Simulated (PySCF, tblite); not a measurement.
Isomers of C4H14O2Si3. Level: GFN2-xTB in tblite, geometry and Hessian alike; calculated harmonic values, unscaled, isolated species. This tight-binding method is rough: wavenumbers can miss measured ones by several per cent, in bad cases by 10 to 20. Modes of hydrogen on silicon can be 10 to 20 % off. One conformer each.

Electronic energies: PBE0/pcSseg-1 single points on the GFN2-xTB geometries (PySCF, gas phase).

```json
{"SMILES": "C[Si@@]1(CC[SiH3])CO[SiH2]O1", "electronic energy, lowest = 0 (kcal/mol)": "0.0"}
{"SMILES": "CCC(=O)O[Si@H]([SiH3])C[SiH3]", "electronic energy, lowest = 0 (kcal/mol)": "38.8"}
{"SMILES": "C=C(C)[SiH2][Si@H](OC)O[SiH3]", "electronic energy, lowest = 0 (kcal/mol)": "31.6"}
{"SMILES": "O=C(O)CCC([SiH3])([SiH3])[SiH3]", "electronic energy, lowest = 0 (kcal/mol)": "71.0"}
{"SMILES": "OC[C@@H]1C[SiH2]O[Si@H]1C[SiH3]", "electronic energy, lowest = 0 (kcal/mol)": "22.7"}
{"SMILES": "OC[C@@H]1C[SiH2]O[Si@@H]1C[SiH3]", "electronic energy, lowest = 0 (kcal/mol)": "23.0"}
{"SMILES": "CC(C)[Si@@H]([SiH3])OC(=O)[SiH3]", "electronic energy, lowest = 0 (kcal/mol)": "54.0"}
{"SMILES": "C=C(C)[Si@](O)(C[SiH3])O[SiH3]", "electronic energy, lowest = 0 (kcal/mol)": "2.8"}
```

**Question.** How do GFN2-xTB zero-point energies change the relative energies?

**Answer.** 
| SMILES | ZPE (kcal/mol) | of it from modes above 1550 cm⁻¹ | electronic (kcal/mol) | with ZPE, lowest = 0 (kcal/mol) | lowest mode (cm⁻¹) | rings |
| --- | --- | --- | --- | --- | --- | --- |
| C[Si@@]1(CC[SiH3])CO[SiH2]O1 | 106.2 | 54.8 | 0.0 | 1.2 | 34 | 1 |
| C=C(C)[Si@](O)(C[SiH3])O[SiH3] | 102.2 | 57.2 | 2.8 | 0.0 | 36 | 0 |
| OC[C@@H]1C[SiH2]O[Si@H]1C[SiH3] | 104.9 | 53.9 | 22.7 | 22.6 | 25 | 1 |
| OC[C@@H]1C[SiH2]O[Si@@H]1C[SiH3] | 105.4 | 54.1 | 23.0 | 23.4 | 52 | 1 |
| C=C(C)[SiH2][Si@H](OC)O[SiH3] | 102.7 | 55.8 | 31.6 | 29.3 | 2i | 0 |
| CCC(=O)O[Si@H]([SiH3])C[SiH3] | 101.8 | 54.8 | 38.8 | 35.7 | 21 | 0 |
| CC(C)[Si@@H]([SiH3])OC(=O)[SiH3] | 102.3 | 54.9 | 54.0 | 51.4 | 24 | 0 |
| O=C(O)CCC([SiH3])([SiH3])[SiH3] | 99.3 | 53.4 | 71.0 | 65.3 | 20 | 0 |

The zero-point energies span 6.9 kcal/mol, from `O=C(O)CCC([SiH3])([SiH3])[SiH3]` to `C[Si@@]1(CC[SiH3])CO[SiH2]O1`. Slightly imaginary modes are left out of the zero-point energy: `C=C(C)[SiH2][Si@H](OC)O[SiH3]` 2.1i cm⁻¹. With it `C=C(C)[Si@](O)(C[SiH3])O[SiH3]` becomes the lowest.

**Question.** And how do the electronic energies of GFN2-xTB itself compare?

**Answer.** `C[Si@@]1(CC[SiH3])CO[SiH2]O1` 0.0; `C=C(C)[Si@](O)(C[SiH3])O[SiH3]` 8.1; `OC[C@@H]1C[SiH2]O[Si@H]1C[SiH3]` 30.2; `OC[C@@H]1C[SiH2]O[Si@@H]1C[SiH3]` 30.0; `C=C(C)[SiH2][Si@H](OC)O[SiH3]` 9.4; `CCC(=O)O[Si@H]([SiH3])C[SiH3]` 48.5; `CC(C)[Si@@H]([SiH3])OC(=O)[SiH3]` 54.2; `O=C(O)CCC([SiH3])([SiH3])[SiH3]` 83.1 kcal/mol, lowest = 0. Against the energies above, taken from the same isomer `C[Si@@]1(CC[SiH3])CO[SiH2]O1`, the largest difference is 22.2 kcal/mol.

**Question.** What do entropy and thermal enthalpy add at 298.15 K and 1 bar (rigid rotor, harmonic oscillator, one conformer each)?

**Answer.** 
```json
{"SMILES": "C[Si@@]1(CC[SiH3])CO[SiH2]O1", "point group": "C1", "symmetry number": "1", "S (cal/(mol K))": "119.8", "H − H(0) (kcal/mol)": "9.42", "ZPE + H − H(0) − TS (kcal/mol)": "79.9"}
{"SMILES": "C=C(C)[Si@](O)(C[SiH3])O[SiH3]", "point group": "C1", "symmetry number": "1", "S (cal/(mol K))": "126.9", "H − H(0) (kcal/mol)": "10.46", "ZPE + H − H(0) − TS (kcal/mol)": "74.8"}
{"SMILES": "OC[C@@H]1C[SiH2]O[Si@@H]1C[SiH3]", "point group": "C1", "symmetry number": "1", "S (cal/(mol K))": "112.4", "H − H(0) (kcal/mol)": "8.83", "ZPE + H − H(0) − TS (kcal/mol)": "80.7"}
```

Not tabulated: `OC[C@@H]1C[SiH2]O[Si@H]1C[SiH3]` (lowest mode only 25 cm⁻¹); `C=C(C)[SiH2][Si@H](OC)O[SiH3]` (lowest mode only 2i cm⁻¹); `CCC(=O)O[Si@H]([SiH3])C[SiH3]` (lowest mode only 21 cm⁻¹); `CC(C)[Si@@H]([SiH3])OC(=O)[SiH3]` (lowest mode only 24 cm⁻¹); `O=C(O)CCC([SiH3])([SiH3])[SiH3]` (lowest mode only 20 cm⁻¹).
